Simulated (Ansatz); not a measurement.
Reaction (ligand exchange at a B–Cl bond): `SBCl` + `O[SiH2]F` → `F[SiH2]OBS` + HCl

Isolated molecules relaxed with PBE0-D4/def2-TZVP in Ansatz; ΔE leaves out vibrations. CCSD(T)/CBS adds triple-zeta CCSD(T) − MP2 to the extrapolated MP2 energy (def2 sets, frozen cores). This one scheme is used for every species. DFT in def2-TZVPP. B3LYP here is the variant with VWN-RPA as its local correlation; programs differ in this. Each species was taken in one conformer, which may not be the lowest.

| level | ΔE (kcal/mol) | difference from CCSD(T)/CBS |
| --- | --- | --- |
| PBE-D4 | -6.2 | 1.5 |
| r2SCAN-D4 | -7.1 | 0.6 |
| PBE0-D4 | -6.9 | 0.8 |
| B3LYP-D4 | -9.1 | -1.4 |
| ωB97X-V | -7.8 | -0.1 |
| ωB97M-V | -7.7 | 0.0 |
| B2PLYP | -7.6 | 0.1 |
| PBE | -5.3 | 2.4 |
| r2SCAN | -6.8 | 0.9 |
| PBE0 | -6.1 | 1.6 |
| B3LYP | -7.7 | 0.0 |
| HF/def2-TZVPP | -9.9 | -2.2 |
| MP2/def2-TZVPP | -6.8 | 0.9 |
| SCS-MP2/def2-TZVPP | -7.5 | 0.2 |
| CCSD/def2-TZVPP | -8.4 | -0.7 |
| CCSD(T)/def2-TZVPP | -8.0 | -0.3 |
| HF/def2-QZVPP | -10.2 | -2.5 |
| MP2/def2-QZVPP | -6.7 | 1.0 |
| SCS-MP2/def2-QZVPP | -7.5 | 0.2 |
| HF/CBS(def2) | -10.2 | -2.5 |
| MP2/CBS(def2) | -6.5 | 1.2 |
| CCSD/CBS(def2) | -8.2 | -0.5 |
| CCSD(T)/CBS | -7.7 | 0 |

Largest T1 diagnostic among the species: 0.013.

The D4 term adds −1.4 kcal/mol with B3LYP and −0.8 kcal/mol with PBE0; it sums over pairs of atoms, weighted by their polarisabilities, and B3LYP, whose exchange is more repulsive, gets the larger term. From PBE to PBE0 (25 % exact exchange), in def2-TZVPP and without D4, ΔE moves by −0.8 kcal/mol.
